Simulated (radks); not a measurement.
The nuclear charge of the silicon ion Si2+ is varied continuously with 12 electrons held in [Ne] 3s2. All-electron calculation, scalar-relativistic Kohn-Sham, PBE, spin-polarised, spherical densities, finite nucleus; Fermi nuclear charge, rms radius 3.1224 fm. Program: a radial shooting solver on a logarithmic mesh with Libxc functionals. By the Hellmann-Feynman theorem dE/dZ = E(electron-nucleus)/Z, the electronic potential at the nucleus (averaged over a nucleus of fixed radius). The scalar-relativistic energy here is not variational (the density holds large components alone), so the two differ by a part that grows with Z.

\begin{tabular}{lrrrrr}
Z & E (hartree) & E(electron-nucleus)/Z (hartree) & HOMO & e(HOMO) (eV) & <r> HOMO (bohr) \\ \hline
13.5 & -265.18201 & -46.4834 & 3s & -21.243 & 2.139 \\
14 & -288.96448 & -48.6280 & 3s & -28.536 & 1.951 \\
14.5 & -313.81976 & -50.7720 & 3s & -36.665 & 1.798 \\
15 & -339.74781 & -52.9162 & 3s & -45.613 & 1.670 \\
\end{tabular}

The central difference of E at Z = 14 is -48.638 hartree, to compare with the third column; the second derivative is -4.29 hartree.
